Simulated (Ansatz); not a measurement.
Cost and result for the atomization energy of FH₅SiSn (`F[SiH2][SnH3]`) (8 atoms, 7 bonds).

| atom | x (Å) | y (Å) | z (Å) |
| --- | --- | --- | --- |
| F1 | 0.192 | 0.185 | -2.354 |
| Si2 | -0.653 | 0.484 | -1.020 |
| Sn3 | 0.607 | -0.457 | 1.009 |
| H4 | -0.830 | 1.955 | -0.919 |
| H5 | -1.986 | -0.152 | -1.179 |
| H6 | 0.808 | -2.146 | 0.872 |
| H7 | 2.145 | 0.266 | 1.160 |
| H8 | -0.282 | -0.134 | 2.431 |

Total charge 0; spin multiplicity 1. Correlated methods include outer-core shells of Sn, which these sets cover unevenly. Sn: def2 effective core potential. The geometry is a stationary point of PBE0-D4/def2-TZVP. Program: Ansatz. All runs use 2 threads of an Arm Neoverse V1 on a shared host. Times are those of one run each, without the atoms' runs, and a repeat can differ threefold. Electronic energies, without spin–orbit coupling; frozen cores. CCSD(T)/CBS adds CCSD(T) − MP2 in def2-TZVPP to the MP2 limit, and its time is that of the two runs behind it. T1 = 0.013. With those shells the extrapolation isn't a true limit. B3LYP takes the VWN-RPA correlation (the form of Gaussian; ORCA's B3LYP/G). HSE06 is the plane-wave form, built on full-range PBE exchange.

CCSD(T)/CBS is a level of theory with its own doubt, some kJ/mol a heavy atom from the limit and from the frozen cores, so smaller differences don't rank the functionals.

```json
{"level": "LDA (SPW92)/def2-TZVPP", "functions": "193", "wall time": "1.3 s"}
{"level": "revPBE-D4/def2-TZVPP", "functions": "193", "wall time": "2.2 s"}
{"level": "BLYP-D4/def2-TZVPP", "functions": "193", "wall time": "2.5 s"}
{"level": "PBE0-D4/def2-TZVPP", "functions": "193", "wall time": "3 s"}
{"level": "HSE06-D4/def2-TZVPP", "functions": "193", "wall time": "3.4 s"}
{"level": "CCSD(T)/def2-SVP", "functions": "83", "wall time": "3.4 s"}
{"level": "B3LYP-D4/def2-TZVPP (with forces)", "functions": "193", "wall time": "4.8 s"}
{"level": "PBE-QIDH/def2-TZVPP", "functions": "193", "wall time": "6 s"}
{"level": "ωB97X-V/def2-TZVPP", "functions": "193", "wall time": "9.5 s"}
{"level": "ωB97M-V/def2-TZVPP (with forces)", "functions": "193", "wall time": "13 s"}
{"level": "MP2/def2-QZVPP", "functions": "359", "wall time": "16 s"}
{"level": "CCSD(T)/def2-TZVPP", "functions": "193", "wall time": "86 s"}
{"level": "CCSD(T)/CBS(def2)", "functions": "–", "wall time": "100 s"}
```

Question: What atomization energy does each give, and how far from CCSD(T)/CBS? (Estimate.)

Answer: The calculation gave: 
```
                            level  atomization (kJ/mol)  difference from CCSD(T)/CBS  per bond
           LDA (SPW92)/def2-TZVPP                2490.8                        243.2      34.7
             revPBE-D4/def2-TZVPP                2148.9                        -98.7     -14.1
               BLYP-D4/def2-TZVPP                2192.0                        -55.6      -7.9
               PBE0-D4/def2-TZVPP                2179.3                        -68.3      -9.8
              HSE06-D4/def2-TZVPP                2178.7                        -68.9      -9.9
                 CCSD(T)/def2-SVP                2053.7                       -193.9     -27.7
B3LYP-D4/def2-TZVPP (with forces)                2213.1                        -34.5      -4.9
              PBE-QIDH/def2-TZVPP                2183.1                        -64.5      -9.2
               ωB97X-V/def2-TZVPP                2250.7                          3.1       0.4
 ωB97M-V/def2-TZVPP (with forces)                2223.1                        -24.5      -3.5
                   MP2/def2-QZVPP                2198.8                        -48.8      -7.0
               CCSD(T)/def2-TZVPP                2186.9                        -60.7      -8.7
                CCSD(T)/CBS(def2)                2247.6                          0.0       0.0
```

Leaving LDA and LC-ωPBE aside and taking each functional with its dispersion term where it has one, the values, not all of them listed here, spread over 110.7 kJ/mol, from revPBE-D4 to B97M-V. LDA lies +310.6 kJ/mol from PBE without D4, its usual overbinding. At CCSD(T), def2-SVP lies −194.0 kJ/mol from the extrapolated value and def2-TZVPP −60.8 kJ/mol: correlation converges slowly with the basis, and small sets miss more of it in the bonded molecule than in its fragments. In def2-TZVPP, CCSD(T) changes the Hartree–Fock value by +534.6 kJ/mol (the triples alone add +22.3 kJ/mol) and MP2 by +509.4 kJ/mol; breaking electron pairs costs correlation energy, which Hartree–Fock lacks.

Spin–orbit coupling would lower the free Sn atoms strongly, and the atomization energy with them, by more than many differences here. For some Ge, Se and Sn compounds the MP2-based and the directly extrapolated limit differ by 10 to 25 kJ/mol.
